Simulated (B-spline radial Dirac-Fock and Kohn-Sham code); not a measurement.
# Cd²³⁺: scattering cross sections and density moments

System: Cd²³⁺, configuration 1s2 2s2 2p6 3s2 3p6 3d7.

Input of the calculation (task.json; shells as n, l, electrons):

```json
{"items": [{
  "Z": 48,
  "q": 23,
  "cfg": [[1, 0, 2], [2, 0, 2], [2, 1, 6], [3, 0, 2], [3, 1, 6], [3, 2, 7]],
  "A": 114,
  "rrms": 4.6087,
  "do": ["scatter"],
  "s": [0.0, 0.07, 0.08, 0.11, 0.13, 0.16, 0.2, 0.25, 0.31, 0.39, 0.49, 0.61, 0.76, 0.94, 1.17, 1.46, 1.81, 2.26, 2.81, 3.5, 4.35, 5.41, 6.74],
  "pz": [0, 0.1, 0.2, 0.3, 0.4, 0.5, 0.6, 0.8, 1.0, 1.2, 1.4, 1.6, 1.8, 2.0, 2.5, 3.0, 4.0, 5.0, 7.0, 10.0, 15.0, 20.0, 30.0, 40.0, 60.0, 100.0],
  "hv_scatter": [1000, 8047.8, 10000, 17479.3, 50000, 100000, 500000, 1000000]
}]}
```

Launch: `python xray_run.py task.json out`

The computed values come from a radial finite-basis atomic code: Dirac-Fock densities.

```
Sum of ⟨r⟩                          : 5.904 bohr
Sum of ⟨r²⟩                         : 1.997 bohr²
Sum of ⟨1/r⟩                        : 252.26 per bohr
Langevin diamagnetic susceptibility : -1.58 × 10⁻⁶ cm³/mol
Lamb shielding (α²/3)Σ⟨1/r⟩         : 4478 ppm
```

Coherent scattering is the Thomson cross section weighted by f₀², without anomalous dispersion; incoherent scattering is Klein-Nishina weighted by S. The Lamb formula is the non-relativistic shielding expression. Electron correlation is left out. A dash stands where the photon energy is too low for the impulse approximation behind that column.

```
hν (keV)  coherent (b)  incoherent (b)  incoherent per electron (b)
       1         414.2               –                            –
  8.0478         331.1           1.506                       0.0602
      10         297.1           2.142                       0.0857
 17.4793         185.0           4.515                        0.181
      50         46.09           9.144                        0.366
     100         14.68           10.16                        0.406
     500        0.7527           7.063                        0.283
    1000        0.1929           5.234                        0.209
```

Incoherent scattering overtakes coherent scattering between 100 and 500 keV.
